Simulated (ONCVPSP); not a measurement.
Before and after: ONCV potential for mercury

mercury (Hg), optimised norm-conserving Vanderbilt (ONCV), made with ONCVPSP 4.0.1 (PW91, non-relativistic). Core [Kr] 4d10 4f14, reference 5s2 5p6 5d10 6s1 (charge +1). Waves: 5s+6s: rc 1.35 bohr, ncon 5, nbas 9, qcut 7.3 1/bohr, 2 projectors; 5p: rc 1.70 bohr, ncon 5, nbas 10, qcut 9.3 1/bohr, 2 projectors, debl 3.3 Ha; 5d: rc 2.05 bohr, ncon 3, nbas 8, qcut 7.3 1/bohr, 2 projectors, debl 1.4 Ha. Local part: polynomial inside 1.20 bohr (lpopt 5, dvloc0 0 Ha). Core correction: Teter function, fcfact 4, rcfact 1.55.

Change: d: qcut 5.1.

Cutoffs: the cutoffs (Ha) at which the residual kinetic energy of the hardest occupied pseudo-wave falls to 1 and 0.1 mHa per electron; they do not see the model core or the augmentation charge, which bear on the density cutoff. Errors are all-electron minus pseudo energies relative to the spin-unpolarised reference configuration.

Q: What does the change do?

A: The potential gets neither clearly harder nor softer (43 Ha and 117 Ha → 43 Ha and 117 Ha); of the 4 tests that both files solve, the error grows in 3 and shrinks in 0 by more than 15 % and 0.3 meV (median size 2.4 → 16.4 meV); neither file shows a bound ghost.

| quantity | base | changed |
| --- | --- | --- |
| cutoff, loose | 43 Ha | 43 Ha |
| cutoff, tight | 117 Ha | 117 Ha |
| loose cutoff by channel | s 43 Ha, p 29 Ha, d 19 Ha | s 43 Ha, p 29 Ha, d 21 Ha |
| bound ghosts | none | none |
| GHOST(+) flags under 300 eV | s at 165.5 eV | s at 165.5 eV |
| error for 5s2 5p6 5d10 6s2, meV [ΔE -8.74 eV] | -0.2 | 0.0 |
| error for 5s2 5p6 5d10 6s0, meV [ΔE 16.09 eV] | -0.7 | -1.6 |
| error for 5s2 5p6 5d9 6s0, meV [ΔE 52.63 eV] | +4.2 | +31 |
| error for 5s2 5p5 5d10 6s2, meV [ΔE 59.44 eV] | -70 | -176 |
| s: phases at 1.37 bohr within 0.05 rad from the reference energy up to (Ha; the scan ends near 5) | 4.0 | 4.0 |
| p: phases at 1.72 bohr within 0.05 rad from the reference energy up to (Ha; the scan ends near 5) | to the end of the scan | to the end of the scan |
| d: phases at 2.09 bohr within 0.05 rad from the reference energy up to (Ha; the scan ends near 5) | to the end of the scan | to the end of the scan |
| rms error of d²Exc/dni dnj with the model core, mHa | 1.59 | 1.71 |
